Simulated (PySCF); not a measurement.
C5H7N, SMILES C1=NCCC1=C. Atoms are numbered in the order given.

```xyz
13

C      0.0332    -2.1540     0.0000
C      0.0309    -0.8158     0.0000
C     -1.1629     0.0414     0.0000
N     -0.9417     1.2972     0.0000
C      0.4952     1.5234     0.0000
C      1.1944     0.1463     0.0000
H      0.9614    -2.7311     0.0000
H     -0.9059    -2.7140     0.0000
H     -2.1852    -0.3581     0.0000
H      0.7551     2.1363    -0.8793
H      0.7551     2.1363     0.8793
H      1.8333     0.0010     0.8846
H      1.8333     0.0010    -0.8846
```
Charge 0, spin multiplicity 1.

Geometry optimised at PBE0-D3(BJ)/def2-SVP. Other conformers were not sampled.

Level of theory: HF/pcSseg-1 in PySCF.

GIAO shieldings, no solvent; atoms listed in one row are averaged. δ = σ(ref) − σ: ¹³C against TMS (σ = 192.6 ppm); ¹⁵N against NH3 (σ = 267.3 ppm); ¹H against TMS (σ = 31.99 ppm), references at their B3LYP-D3(BJ)/def2-TZVP geometries, non-relativistic.

Computed chemical shifts:
| nucleus | atoms | count | δ (ppm) |
|---|---|---|---|
| ¹³C | C3 | 1 | 175.2 |
| ¹³C | C2 | 1 | 157.8 |
| ¹³C | C1 | 1 | 118.3 |
| ¹³C | C5 | 1 | 58.0 |
| ¹³C | C6 | 1 | 26.5 |
| ¹⁵N | N4 | 1 | 402.3 |
| ¹H | H9 | 1 | 8.02 |
| ¹H | H8 | 1 | 5.95 |
| ¹H | H7 | 1 | 5.77 |
| ¹H | H10, H11 | 2 | 4.15 |
| ¹H | H12, H13 | 2 | 2.55 |
